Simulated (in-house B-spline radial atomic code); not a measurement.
Values are calculated unless marked as measured or tabulated.
# Stopping of slow ions oscillates with Z: Zr to Cd at r_s = 3.6

A nucleus sits in a uniform electron gas with a rigid positive background. The Kohn-Sham equations are solved self-consistently in the spin-unpolarised LDA (PW92), non-relativistic, on B-splines with outgoing waves at the boundary and partial waves to l = 8. The model has no lattice, no bands and no magnetic solution. Atomic units; δ_l are the phase shifts at the Fermi level, counted so that each bound state adds π, and good to about 0.0005. A narrow, partly filled d or f resonance in a thin gas would split by spin, so such rows rest on a solution that is probably unstable.

The density parameter is r_s = 3.6 bohr. The friction coefficient Q = n k_F σ_tr gives dE/dx = Q v for slow ions.

```json
{"ion": "Zr", "δ0/π": "4.019", "δ1/π": "3.007", "δ2/π": "1.410", "δ3/π": "-0.012", "σ_tr (bohr²)": "205.56", "Q (a.u.)": "0.5607"}
{"ion": "Nb", "δ0/π": "4.021", "δ1/π": "2.990", "δ2/π": "1.519", "δ3/π": "-0.012", "σ_tr (bohr²)": "219.71", "Q (a.u.)": "0.5993"}
{"ion": "Mo", "δ0/π": "4.019", "δ1/π": "2.976", "δ2/π": "1.626", "δ3/π": "-0.011", "σ_tr (bohr²)": "180.74", "Q (a.u.)": "0.4930"}
{"ion": "Tc", "δ0/π": "4.016", "δ1/π": "2.968", "δ2/π": "1.729", "δ3/π": "-0.009", "σ_tr (bohr²)": "113.48", "Q (a.u.)": "0.3095"}
{"ion": "Ru", "δ0/π": "4.019", "δ1/π": "2.968", "δ2/π": "1.825", "δ3/π": "-0.007", "σ_tr (bohr²)": "51.54", "Q (a.u.)": "0.1406"}
{"ion": "Rh", "δ0/π": "4.043", "δ1/π": "2.986", "δ2/π": "1.906", "δ3/π": "-0.004", "σ_tr (bohr²)": "17.17", "Q (a.u.)": "0.0468"}
{"ion": "Pd", "δ0/π": "4.113", "δ1/π": "3.036", "δ2/π": "1.958", "δ3/π": "-0.002", "σ_tr (bohr²)": "9.88", "Q (a.u.)": "0.0269"}
{"ion": "Ag", "δ0/π": "4.212", "δ1/π": "3.122", "δ2/π": "1.984", "δ3/π": "-0.000", "σ_tr (bohr²)": "19.25", "Q (a.u.)": "0.0525"}
{"ion": "Cd", "δ0/π": "4.301", "δ1/π": "3.234", "δ2/π": "1.998", "δ3/π": "0.001", "σ_tr (bohr²)": "42.08", "Q (a.u.)": "0.1148"}
```

Where are the largest and smallest frictions, and what do the phase shifts say there?

Largest: Nb, Q = 0.5993; smallest: Pd, Q = 0.0269, a ratio of 22.3. For the largest δ2/π = 1.52: the d resonance is about half filled and sits at the Fermi level, where it scatters most. For the smallest the differences δ_l − δ_(l+1), measured from the nearest multiple of π, are 0.08π, 0.08π, 0.04π; σ_tr grows with the sines of these.

At equal speed, Lindhard and Scharff's formula, with silicon as an example target, scales as Z^(7/6)/(Z^(2/3) + 14^(2/3))^(3/2). How does its rise from the first ion to the last compare?

It rises smoothly by 1.1034/1.0100 = 1.09, while Q changes by 0.115/0.561 = 0.20. The statistical formula averages over shells, so it can't show the oscillation.
